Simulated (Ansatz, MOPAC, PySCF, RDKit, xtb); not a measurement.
Complex: HF (SMILES F) (first 2 atoms) with HI (SMILES I); geometry from B3LYP-D3(BJ)/def2-TZVP, rigid monomers moved along the line of their centres of mass till F1···H4 is 2.56 Å.
(charge 0, multiplicity 1):
```xyz
4

F      0.55178     0.61912    -0.26114
H      0.28287    -0.21342    -0.56465
I     -0.19742     0.17765     3.74642
H      0.21332     0.69876     2.27045
```

| level | interaction energy (kcal/mol) | cost |
|---|---|---|
| UFF | -0.03 | - |
| GFN-FF | -1.18 | - |
| AM1 | -1.01 | - |
| PM3 | -0.17 | - |
| PM6 | -0.45 | - |
| PM7 | -0.79 | - |
| GFN1-xTB | -0.84 | - |
| GFN2-xTB | -2.28 | - |
| HF/STO-3G (no counterpoise) | -0.90 | - |
| HF/3-21G (no counterpoise) | -2.26 | - |
| HF/def2-SVPD | -0.94 | - |
| HF/def2-TZVPPD | -0.87 | - |
| HF/def2-QZVPPD | -0.85 | - |
| PBE/def2-TZVPPD | -1.41 | ×1 |
| PBE-D3(BJ)/def2-TZVPPD | -1.70 | ×1 |
| r2SCAN-D3(BJ)/def2-TZVPPD | -1.59 | ×1 |
| r2SCAN-D4/def2-TZVPPD | -1.56 | ×1 |
| B3LYP/3-21G (no counterpoise) | -3.79 | - |
| B3LYP/def2-TZVPPD | -0.99 | ×2 |
| B3LYP-D3(BJ)/def2-TZVPPD | -1.45 | ×2 |
| B3LYP-D4/def2-TZVPPD | -1.41 | ×2 |
| PBE0/def2-TZVPPD | -1.34 | ×1 |
| PBE0-D3(BJ)/def2-TZVPPD | -1.63 | ×1 |
| PBE0-D4/def2-TZVPPD | -1.61 | ×1 |
| wB97X-V/def2-TZVPPD | -1.52 | ×4 |
| wB97M-V/def2-TZVPPD | -1.45 | ×3 |
| MP2/def2-SVPD | -1.35 | - |
| MP2/def2-TZVPPD | -1.35 | - |
| MP2/def2-QZVPPD | -1.43 | - |
| MP2/CBS(def2-TZVPPD, def2-QZVPPD) | -1.49 | - |
| SCS-MP2/def2-SVPD | -1.17 | - |
| SCS-MP2/def2-TZVPPD | -1.16 | - |
| SCS-MP2/def2-QZVPPD | -1.22 | - |
| CCSD/def2-SVPD | -1.21 | - |
| CCSD/def2-TZVPPD | -1.20 | - |
| CCSD/def2-QZVPPD | -1.28 | - |
| CCSD(T)/def2-SVPD | -1.28 | ×2 |
| CCSD(T)/def2-TZVPPD | -1.29 | ×9 |
| CCSD(T)/def2-QZVPPD | -1.38 | ×60* |
| CCSD(T)/CBS(def2-TZVPPD, def2-QZVPPD) | -1.46 | ×70* |

The rows run from -3.79 (B3LYP/3-21G (no counterpoise)) to -0.03 kcal/mol (UFF). In def2-QZVPPD the value moves HF -0.85, MP2 -1.43, CCSD -1.28, CCSD(T) -1.38, a shift of -0.53 from HF to CCSD(T). From def2-SVPD to def2-QZVPPD CCSD(T) changes by -0.11. The dispersion term adds -0.29 in PBE-D3(BJ), -0.46 in B3LYP-D3(BJ), -0.42 in B3LYP-D4. The 5 functionals in def2-TZVPPD without D3 or D4 span 0.53, from wB97X-V to B3LYP.

Monomers are frozen at their geometry in the pair; levels with a basis set take the counterpoise correction. Rows marked so take none. RDKit's UFF carries no charges.

Cores are frozen in the correlated methods. Filled d and f shells under p-block atoms count as core. CBS(a, b) extrapolates the correlation energy as X⁻³ and adds the Hartree–Fock energy of set b. Rows in 3-21G, STO-3G carry no dispersion term and start afresh at each structure; the Pople sets are all-electron and without relativity. The state reached by AM1, PM3, PM6, PM7 isn't checked; PM7 holds dispersion and hydrogen-bond terms.

Programs: Ansatz (Gaussian orbitals); MOPAC for AM1, PM3, PM6, PM7 (differences of heats of formation); PySCF for 3-21G rows, STO-3G rows, the dispersion terms; RDKit for the force fields; xtb for the GFN methods.  In def2 rows elements past Kr take small-core potentials, without spin–orbit coupling.

Costs are rough ratios of core time to PBE/def2-TZVPPD (about 2.7 s over the structures, on one shared machine); a dash marks a level with no comparable run of its own. A star marks coupled-cluster runs past 200 virtual orbitals, where the program's memory plan changes under this machine's limit, so their costs aren't comparable with smaller runs.

Ansatz is a first-principles code.
